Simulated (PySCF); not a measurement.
# Excitation energy of B²⁺ by level of theory

B²⁺ [He] 2s1 (2S) → B²⁺ [He] 2p1 (2P), as a difference of total energies. All numbers are calculated (PySCF 2.14, the non-relativistic Hamiltonian (point nucleus), in def2-TZVPPD (6s3p3d1f, 37 functions)). Correlated levels: valence and next inner shell: nothing frozen. The calculations carry no spin-orbit coupling.

```json
{"method": "UHF", "excitation energy (cm⁻¹)": "48748"}
{"method": "LDA", "excitation energy (cm⁻¹)": "43173"}
{"method": "PBE", "excitation energy (cm⁻¹)": "42652"}
{"method": "PBE0", "excitation energy (cm⁻¹)": "44186"}
{"method": "r2SCAN", "excitation energy (cm⁻¹)": "43282"}
{"method": "M06", "excitation energy (cm⁻¹)": "40904"}
{"method": "r2SCAN0", "excitation energy (cm⁻¹)": "44652"}
{"method": "LC-wPBE", "excitation energy (cm⁻¹)": "44315"}
{"method": "TPSS", "excitation energy (cm⁻¹)": "42894"}
{"method": "MP2 (valence and next inner shell)", "excitation energy (cm⁻¹)": "48587"}
{"method": "SCS-MP2 (valence and next inner shell)", "excitation energy (cm⁻¹)": "48642"}
```
